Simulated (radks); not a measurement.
Values are calculated unless marked as measured or tabulated.
Ionisation of the arsenic ion As+, [Ar] 3d10 4s2 4p2, to As2+, [Ar] 3d10 4s2 4p1, under several functionals. Scalar-relativistic Kohn-Sham, spin-unpolarised, spherical densities, finite nucleus; a radial shooting solver on a logarithmic mesh with Libxc functionals. The NIST Atomic Spectra Database gives 18.589 eV (measured). Rank these functionals by the error of their Delta-SCF ionisation energy: LDA (Slater exchange, Perdew-Zunger correlation); OLYP; LDA (Slater exchange, Perdew-Wang correlation); HCTH/407; Wu-Cohen GGA; revPBE; BP86; exchange-only B88; r2SCAN; exchange-only r2SCAN.

Answer. From best to worst: LDA (Slater exchange, Perdew-Zunger correlation) 18.162 eV (-0.427); LDA (Slater exchange, Perdew-Wang correlation) 18.157 eV (-0.432); BP86 18.077 eV (-0.513); HCTH/407 18.061 eV (-0.528); r2SCAN 17.988 eV (-0.601); Wu-Cohen GGA 17.976 eV (-0.613); revPBE 17.856 eV (-0.733); OLYP 17.722 eV (-0.868); exchange-only B88 17.059 eV (-1.530); exchange-only r2SCAN 17.051 eV (-1.538). Spin polarisation and multiplet splitting are left out, so open shells lie too high by an amount that depends on their filling.

Beside tabulated values, note that spin-unpolarised runs miss the spin-polarisation part of the exchange energy of open shells.
